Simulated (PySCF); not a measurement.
# KSn⁺: from constants to spectrum

UHF-CCSD(T) constants of KSn⁺, ³Π (triplet), unpaired electrons σ ↑, π ↑ (PySCF, spin-free X2C with a Gaussian nucleus, basis sets K x2c-SVPall, Sn x2c-SVPall; masses 38.9637 and 119.9022 u):

```
ωe            : 69.7 cm⁻¹
ωexe          : 0.396 cm⁻¹
Be            : 0.036529 cm⁻¹
αe            : 0.000260 cm⁻¹
De to K⁺ + Sn : 0.350 eV
```

**Question.** What force constant and bond length do these constants imply?

**Answer.** Reduced mass μred = 29.407 u; k = 5.8918×10⁻⁷·μred·ωe² (u, cm⁻¹, mdyn/Å) = 0.0842 mdyn/Å; Re = √(16.8576/(μred·Be)) (u, cm⁻¹, Å) = 3.961 Å.

**Question.** Estimate the centrifugal constant D from the Kratzer relation and find the Dunham coefficient a1.

**Answer.** D = 4Be³/ωe² = 4.01e-08 cm⁻¹; a1 = −1 − αeωe/(6Be²) = -3.26.

Correlated steps freeze 23 core orbitals. The bond is weak. Basis-set superposition, not corrected here, can be much of De in a small basis, most of all at correlated wavefunction levels. Spin–orbit coupling is left out, which matters for elements this heavy, above all for dissociation energies. For an ion De counts to the pair picked by the measured ionisation energies or electron affinities, which need not be the lowest pair at this level. The state was picked by a PBE0 search and need not be the measured ground state.
